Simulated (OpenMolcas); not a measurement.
# 3d⁵ along the 23-electron sequence

* Program: OpenMolcas 26.06
* Method: SS-CASPT2, IPEA 0.25 Eh, imaginary shift 0.1 Eh
* Basis: ANO-RCC-VQZP
* Scalar Hamiltonian: DKH2, point nucleus
* Spin-orbit coupling: state interaction with AMFI integrals over the reference wave functions, term energies averaged over their components

Active space for each ion: 5 electrons in 5 orbitals (3d); closed shells correlated by CASPT2: 3s 3p.

Computed levels in cm-1 above ⁶S_5/2:

| Level | Cr+ | Mn2+ | Fe3+ | Co4+ | Ni5+ | Cu6+ |
| --- | --- | --- | --- | --- | --- | --- |
| ⁴G_5/2 | 20630 | 27270 | 33100 | 38420 | 42990 | 47700 |
| ⁴G_7/2 | 20640 | 27290 | 33130 | 38470 | 43070 | 47820 |
| ⁴G_11/2 | 20640 | 27290 | 33140 | 38480 | 43100 | 47860 |
| ⁴G_9/2 | 20640 | 27300 | 33150 | 38490 | 43120 | 47890 |
| ⁴P_5/2 | 22360 | 29980 | 36550 | 42360 | 47360 | 52390 |
| ⁴P_3/2 | 22380 | 30020 | 36620 | 42490 | 47550 | 52680 |
| ⁴P_1/2 | 22400 | 30070 | 36700 | 42630 | 47790 | 53030 |
| ⁴D_7/2 | 24960 | 32910 | 39800 | 46110 | 51550 | 57160 |
| ⁴D_1/2 | 24980 | 32950 | 39890 | 46250 | 51780 | 57510 |
| weight of ⁶S in the lowest level (%) | 100 | 100 | 100 | 100 | 100 | 100 |

Measured, with the error of the calculation in %. Measured levels: Cr+ from NIST Handbook of Basic Atomic Spectroscopic Data; Mn2+ from Corliss and Sugar, J. Phys. Chem. Ref. Data 6, 1253 (1977); Fe3+ from Corliss and Sugar, J. Phys. Chem. Ref. Data 11, 135 (1982); Co4+ from Sugar and Corliss, J. Phys. Chem. Ref. Data 10, 1097 (1981); Ni5+ from Corliss and Sugar, J. Phys. Chem. Ref. Data 10, 197 (1981); Cu6+ from the list in Gamrath, thesis, University of Mons (2023).

| Level | Cr+ | Mn2+ | Fe3+ | Co4+ | Ni5+ | Cu6+ |
| --- | --- | --- | --- | --- | --- | --- |
| ⁴G_5/2 | 20512 (+0.6) |  |  |  |  |  |
| ⁴G_7/2 | 20518 (+0.6) | 26860 (+1.6) |  |  |  |  |
| ⁴G_11/2 | 20512 (+0.6) | 26824 (+1.7) | 32246 (+2.8) | 37218 (+3.4) | 41921 (+2.8) |  |
| ⁴G_9/2 | 20519 (+0.6) |  |  |  |  |  |
| ⁴P_5/2 | 21823 (+2.5) | 29168 (+2.8) | 35254 (+3.7) | 40753 (+3.9) | 45884 (+3.2) | 50732 (+3.3) |
| ⁴P_3/2 | 21824 (+2.5) |  | 35333 (+3.6) | 40891 (+3.9) | 46104 (+3.1) | 51067 (+3.2) |
| ⁴P_1/2 | 21824 (+2.6) |  | 35407 (+3.7) | 41024 (+3.9) | 46325 (+3.2) | 51407 (+3.2) |
| ⁴D_7/2 |  | 32307 (+1.9) | 38779 (+2.6) | 44709 (+3.1) | 50331 (+2.4) | 55742 (+2.5) |
| ⁴D_1/2 |  | 32369 (+1.8) | 38897 (+2.5) | 44908 (+3.0) |  | 56210 (+2.3) |

⁴G_5/2 changes by a factor of 2.31 over the same range, with steps per unit of Z of +6640, +5830, +5320, +4570, +4710 cm-1.

Term energies are means over components that CASPT2 splits; among the terms shown or strongly mixed into the levels shown the widest spread is 140 cm-1 (3d⁵ ⁴G, Cr+). Some high roots are left out of the spin-orbit mixing, which shifts the levels that they would mix with (holds for Cr+). Computed and measured levels are paired by configuration, term and J; levels that our copy of the source lacks, or whose pairing is in doubt (as where it misses far off the trend of its configuration), stay unpaired and out of the deviations. Levels of configurations outside the active space are missing.
